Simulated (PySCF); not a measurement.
KTl: from constants to spectrum

RHF-CCSD(T) constants of KTl, ¹Σ⁺ (singlet), closed shell (basis K def2-SVP, Tl def2-SVP with ECP60; scalar-relativistic core potentials; PySCF 2.14; masses 38.9637 and 204.9744 u):

* ωe: 85.9 cm⁻¹
* ωexe: 0.305 cm⁻¹
* Be: 0.034803 cm⁻¹
* αe: 0.000156 cm⁻¹
* D (centrifugal): 2.28e-08 cm⁻¹
* De to K + Tl: 0.500 eV

(1) Give the band origin of the fundamental and the first lines of its P and R branches.

(2) Near which J would the R branch turn back, without centrifugal distortion?

Correlated steps freeze 9 core orbitals. Correlated levels converge slowly with the basis: in double zeta they bind strong bonds too weakly, by up to about 1 eV, and carry superposition errors of some tenths. These are scalar-relativistic numbers at best; spin–orbit coupling would shift them, the dissociation energy most. Where the molecule has an RHF reference, its open-shell atoms are computed with UHF.

## Answers

(1) ν0 = ωe − 2ωexe = 85.3 cm⁻¹, B0 = 0.034725, B1 = 0.034569 cm⁻¹.

```tsv
J″	P(J″) − ν0	R(J″) − ν0
0		0.069
1	-0.069	0.138
2	-0.139	0.206
3	-0.209	0.275
4	-0.280	0.343
5	-0.350	0.410
6	-0.421	0.477
```

(2) At J ≈ (B0 + B1)/(2(B0 − B1)) − 1 ≈ 220.
